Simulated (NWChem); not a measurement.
System: C2H4BFO2; SMILES CC(=O)B(O)F

```xyz
10

C     -1.0917    -1.6807     0.0000
C      0.1080    -0.7846     0.0000
O      1.2491    -1.2152     0.0000
B     -0.0160     0.8289     0.0000
O      1.1288     1.5136     0.0000
F     -1.1849     1.4513     0.0000
H     -1.7189    -1.4630     0.8803
H     -1.7189    -1.4630    -0.8803
H     -0.7907    -2.7367     0.0000
H      1.8511     0.8608     0.0000
```
Atoms are numbered in this order, from 1.

Program: NWChem. Pople sets run with spherical d functions. The geometry was optimised at PBE0/def2-SVP.

Taking B3LYP/6-311++G** as the yardstick, which of these has the fewest basis functions while keeping “dipole (D)” within 0.05 D of it: B3LYP/3-21G; B3LYP/6-31+G*; B3LYP/6-31G*; B3LYP/STO-3G; B3LYP/6-311G**?

B3LYP/6-31+G* (a larger set in the list lies outside the tolerance).
| level | basis functions | dipole (D) | relative time (rough) |
|---|---|---|---|
| B3LYP/STO-3G | 34 | 0.47 | 1 |
| B3LYP/3-21G | 62 | 1.59 | 1 |
| B3LYP/6-31G* | 92 | 1.50 | 4 |
| B3LYP/6-31+G* | 116 | 1.74 | 10 |
| B3LYP/6-311G** | 132 | 1.51 | 9 |
| B3LYP/6-311++G** | 160 | 1.72 | 20 |

The yardstick is one finite set, not the basis-set limit.
